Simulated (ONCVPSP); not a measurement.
Before and after: ONCV potential for lanthanum

* Element: lanthanum (La)
* Generator: ONCVPSP 4.0.1
* Type: optimised norm-conserving Vanderbilt (ONCV)
* Functional: LDA (Perdew-Zunger)
* Relativity: fully relativistic
* Frozen core: [Kr] 4d10
* Valence charge: 11
* Reference configuration: 5s2 5p6 5d1 6s2
* Partial waves: 5s+6s: rc 2.30 bohr, ncon 3, nbas 6, qcut 5.2 1/bohr, 2 projectors; 5p: rc 2.40 bohr, ncon 4, nbas 7, qcut 5.9 1/bohr, 2 projectors, debl 1.6 Ha; 5d: rc 4.00 bohr, ncon 5, nbas 10, qcut 4.1 1/bohr, 1 projector; f scattering state at 0.3 Ha: rc 3.65 bohr, ncon 4, nbas 9, qcut 2.9 1/bohr, 2 projectors, debl 1.5 Ha
* Local potential: polynomial inside 1.55 bohr (lpopt 5, dvloc0 2 Ha)
* Core correction: Teter function fitted to the true core (icmod 2), fcfact 0.15

Open shells are filled in proportion to 2j + 1.

In the f channel the program set the typed energies aside and used -0.164, 1.336 Ha (j = l + 1/2; the other j can differ).

All-electron outer shells of the reference configuration (LDA (Perdew-Zunger), scalar-relativistic, ld1.x):

```tsv
shell	level (eV)	outermost node (bohr)	outermost maximum (bohr)
5s	-39.06	0.77	1.41
5p	-22.48	0.83	1.58
6s	-3.82	1.86	3.74
5d	-3.21	0.95	2.24
```

Change: s: qcut 3.8; p: qcut 4.4; d: qcut 3; f: qcut 2.1.

Cutoffs: the cutoffs (Ha) at which the residual kinetic energy of the hardest occupied pseudo-wave falls to 1 and 0.1 mHa per electron; they do not see the model core or the augmentation charge, which bear on the density cutoff. Errors are all-electron minus pseudo energies relative to the spin-unpolarised reference configuration.

Q: How do hardness, ghosts and transferability respond?

A: The potential gets neither clearly harder nor softer (10 Ha and 13 Ha → 6.2 Ha and 16 Ha); a bound ghost appears in f, which as a rule spoils a file; of the 4 tests that both files solve, the error grows in 3 and shrinks in 0 by more than 15 % and 0.3 meV (median size 13.6 → 48.5 meV); the range in which the s phases agree narrows (upper end 2.9 → 1.0); the range in which the d5/2 phases agree narrows (upper end 2.0 → 0.3).

```tsv
quantity	base	changed
cutoff, loose	10 Ha	6.2 Ha
cutoff, tight	13 Ha	16 Ha
loose cutoff by channel	s 9.3 Ha, p 10 Ha, d 5.1 Ha	s 6.2 Ha, p 6.1 Ha, d 4.0 Ha
bound ghosts	none	f7/2, f5/2
GHOST(+) flags under 300 eV	s at 86.4 eV	f5/2 at 127.0 eV, f7/2 at 127.1 eV
error for 5s2 5p6 5d1 6s1, meV [ΔE 6.16 eV]	-0.5	-1.9
error for 5s2 5p6 5d1 6s0, meV [ΔE 17.31 eV]	-4.0	-14
error for 5s2 5p6 5d0 6s0, meV [ΔE 36.40 eV]	+23	+83
error for 4f1 5s2 5p6 5d1 6s0, meV [ΔE 7.11 eV]	+2193	+2348
s: phases at 2.33 bohr within 0.05 rad from the reference energy up to (Ha; the scan ends near 5)	2.9	1.0
p3/2: phases at 2.43 bohr within 0.05 rad from the reference energy up to (Ha; the scan ends near 5)	to the end of the scan	4.4
p1/2: phases at 2.43 bohr within 0.05 rad from the reference energy up to (Ha; the scan ends near 5)	to the end of the scan	4.4
d5/2: phases at 4.07 bohr within 0.05 rad from the reference energy up to (Ha; the scan ends near 5)	2.0	0.3
d3/2: phases at 4.07 bohr within 0.05 rad from the reference energy up to (Ha; the scan ends near 5)	0.4	0.3
f7/2: phases at 3.70 bohr within 0.05 rad from the reference energy up to (Ha; the scan ends near 5)	0.0	-0.2
f5/2: phases at 3.70 bohr within 0.05 rad from the reference energy up to (Ha; the scan ends near 5)	0.0	n/a
rms error of d²Exc/dni dnj with the model core, mHa	3.14	2.88
```

Base: The cutoffs count occupied waves only; projector 2 of the f channel, the hardest unoccupied one, needs 35 Ha at the loose tolerance. These tests converged, but a pseudo level misses the all-electron one widely, so the file describes the atom poorly there or has found another state: 4f1 5s2 5p6 5d1 6s0: 4f by 3.9 eV. Changed file: The cutoffs count occupied waves only; projector 2 of the f channel, the hardest unoccupied one, needs 38 Ha at the loose tolerance. These tests converged, but a pseudo level misses the all-electron one widely, so the file describes the atom poorly there or has found another state: 4f1 5s2 5p6 5d1 6s0: 4f by 4.3 eV. A true bound ghost makes a file unfit for plane-wave use even where its test errors are small: the radial tests pick states by their node count and pass the ghost by.
